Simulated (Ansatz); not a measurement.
A structure relaxed at PBE-D4/def2-TZVP in Ansatz, charge 0, singlet:

Cartesian coordinates in Å:
```
Pt 0.106 -0.712 -1.726
Cl -0.827 0.598 1.608
Cl 0.721 0.114 0.117
```

(1) Give its formula and point group.

(2) Summarise the bond lengths by kind (pairs closer than 1.2 times the sum of covalent radii, bridged metal pairs left out).

## Answers

(1) PtCl2. Point group Cs (tolerance 0.1 Å).

(2) 1 × Cl–Pt 2.11 Å; 1 × Cl–Cl 2.20 Å. The metal has 1 neighbour: Cl 2.11 Å.

In the def2 sets Pt takes a core potential; there is no spin–orbit coupling. The restricted singlet is unstable towards broken spin symmetry in Hartree–Fock (as tested in another run); at PBE-D4/def2-TZVP this wasn't settled. In the singlet, Cl2 and Cl3 lie 2.20 Å apart (atoms count from 1), so these atoms are partly bonded to each other. The relaxation made no stability test and no search for a lower SCF solution. No other spin state of charge 0 was run. Another isomer (triplet) lies 3.05 eV lower at PBE0-D4/def2-TZVP; other spin states weren't run for this one.
